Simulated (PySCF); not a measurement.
Molecule: SMILES C#C[C@H](F)C(=O)C=O, C$_{5}$H$_{3}$FO$_{2}$.

Cartesian coordinates in Å; atom numbers follow the order of the lines, from 1:
```xyz
11

C    -2.032   -1.301   -0.316
C    -1.328   -0.334   -0.354
C    -0.424    0.801   -0.415
F     0.249    0.839   -1.619
C     0.576    0.613    0.735
O     0.415    1.078    1.827
C     1.767   -0.244    0.335
O     1.726   -1.420    0.137
H    -2.672   -2.132   -0.283
H    -0.968    1.749   -0.312
H     2.696    0.352    0.238
```

Frames of a GFN2-xTB Langevin trajectory at 400 K; GIAO PBE0/pcSseg-1 shieldings in PySCF, gas phase, non-relativistic; equivalent atoms averaged within each frame.

Referencing at the same level of theory: $^{13}$C (σref 186.93), $^{1}$H (σref 31.72) vs TMS; $^{19}$F (σref 170.95) against CFCl3; H2O for $^{17}$O (σref 336.08). The references are static minima.

Task: How do the shifts (ppm) fluctuate along the trajectory?

Result: 
| time (fs) | C7 | C5 | C1 | C3 | C2 | F4 | O8 | O6 | H11 | H10 |
| --- | --- | --- | --- | --- | --- | --- | --- | --- | --- | --- |
| 250 | 199.7 | 194.1 | 105.0 | 80.8 | 79.1 | -172.0 | 719.6 | 623.8 | 10.70 | 4.91 |
| 425 | 196.7 | 206.3 | 100.7 | 85.7 | 80.8 | -220.0 | 716.3 | 664.0 | 9.64 | 5.77 |
| 625 | 187.7 | 208.2 | 90.3 | 85.2 | 85.6 | -238.1 | 672.3 | 700.6 | 10.14 | 6.01 |
| 800 | 207.4 | 192.3 | 92.6 | 84.6 | 78.5 | -217.3 | 755.6 | 625.4 | 10.16 | 5.61 |
| 1000 | 192.6 | 198.6 | 97.8 | 90.0 | 82.0 | -178.0 | 685.6 | 666.4 | 10.37 | 5.33 |
| mean of frames | 196.8 | 199.9 | 97.3 | 85.3 | 81.2 | -205.1 | 709.9 | 656.0 | 10.20 | 5.53 |
| standard deviation | 7.4 | 7.1 | 6.0 | 3.3 | 2.8 | 28.7 | 32.5 | 32.2 | 0.38 | 0.42 |

5 frames give an uncertainty of the mean of about the standard deviation over 2.2 at best, since frames this close in time may not be independent; classical motion lacks zero-point vibration, and the reference would need the same averaging.
